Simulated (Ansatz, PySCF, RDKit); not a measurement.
Complex: H2O (SMILES O) (first 3 atoms) with CH3F (SMILES CF); geometry from B3LYP-D3(BJ)/def2-TZVP.
(charge 0, multiplicity 1):
```
atom    x (Å)    y (Å)    z (Å)
----  -------  -------  -------
O      0.0004   0.4835  -0.1392
H      0.2093  -0.1354   0.5728
H     -0.4386  -0.0408  -0.8158
C     -0.2219   0.5924   3.1373
F      0.2363  -0.5822   2.5223
H     -0.5277   1.2867   2.3564
H     -1.0638   0.3326   3.7781
H      0.5947   1.0073   3.7268
```

Interaction energies are E(AB) − E(A) − E(B) at the monomers' geometry in the complex; basis-set methods are counterpoise corrected. Rows marked so take none.

Rows in 6-31G*, STO-3G carry no dispersion term and start afresh at each structure (6-31G* with six Cartesian d functions).

Codes used: Ansatz (a first-principles code); PySCF for 6-31G* rows, STO-3G rows; RDKit for the force fields. Values without a source in brackets are computed.

Question: One of these levels gives -2.51 kcal/mol for the interaction energy. Which one is it?
A. HF/6-31G* (no counterpoise)
B. SVWN5/def2-TZVPPD
C. MMFF94
D. HF/STO-3G (no counterpoise)

Answer: D, HF/STO-3G (no counterpoise). The others give -3.21 (MMFF94), -4.72 (HF/6-31G* (no counterpoise)), -6.14 (SVWN5/def2-TZVPPD)
